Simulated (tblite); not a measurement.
BBrGeH3O (doublet state).
Numbering: `[GeH3:1][O:2][B:3][Br:4]` (hydrogens: H5, H6, H7 on Ge1)

Computed with GFN2-xTB (tblite), gas phase: L-BFGS steps from a force-field or distance-geometry start until the largest atomic force falls under 0.01 eV/Å.

Step 48: E = -349.8283 eV
```
atom  x, y, z in Å  |  force x, y, z in eV/Å
Ge1    -0.9713    0.2640    0.0075   -0.002  -0.005   0.041
O2      0.3355   -0.9776   -0.0173    0.019   0.016   0.014
B3      1.6229   -1.1330   -0.0095   -0.019   0.031  -0.028
Br4     2.8386    0.3455   -0.1051    0.022  -0.009  -0.005
H5     -1.2783    0.3871    1.4668   -0.025   0.014   0.012
H6     -0.5098    1.5597   -0.6022    0.021  -0.046   0.000
H7     -2.0343   -0.4407   -0.7673   -0.016   0.000  -0.035
```

Step 49: E = -349.8286 eV
```
atom  x, y, z in Å  |  force x, y, z in eV/Å
Ge1    -0.9714    0.2643    0.0095    0.008  -0.018   0.025
O2      0.3347   -0.9794   -0.0162    0.034   0.022   0.020
B3      1.6222   -1.1334   -0.0114   -0.015   0.053  -0.028
Br4     2.8377    0.3488   -0.1074   -0.001  -0.033  -0.003
H5     -1.2831    0.3880    1.4666   -0.022   0.015   0.029
H6     -0.5044    1.5565   -0.6011    0.021  -0.035   0.000
H7     -2.0323   -0.4399   -0.7671   -0.026  -0.003  -0.042
```

Problem. Estimate the geometry and energy of step 50. (The exact step hangs on the optimiser's Hessian estimate; all steps are aligned on step 49, rigid shifts and turns removed.)

Solution. E = -349.8290 eV, largest force 0.082 eV/Å
```
atom  x, y, z in Å  |  force x, y, z in eV/Å
Ge1    -0.9724    0.2652    0.0126    0.011  -0.036   0.002
O2      0.3350   -0.9777   -0.0115    0.042   0.027   0.027
B3      1.6222   -1.1336   -0.0115   -0.001   0.077  -0.029
Br4     2.8421    0.3485   -0.1157   -0.028  -0.060  -0.001
H5     -1.2939    0.3874    1.4665   -0.018   0.015   0.045
H6     -0.5011    1.5549   -0.5976    0.022  -0.022  -0.001
H7     -2.0285   -0.4398   -0.7699   -0.028  -0.002  -0.043
```

The energy changes by -0.0005 eV. The first-order estimate −F·Δx gives -0.0006 eV and the mean of the old and new forces, exact on a quadratic surface, -0.0005 eV. The step makes an angle of 73° with the force vector and moves no atom by more than 0.011 Å.

The cost below is that of the whole relaxation. Time: 0.19 s of wall time. Hardware: Arm Neoverse V2, one thread, shared host with 32 logical CPUs at a one-minute load of 37.
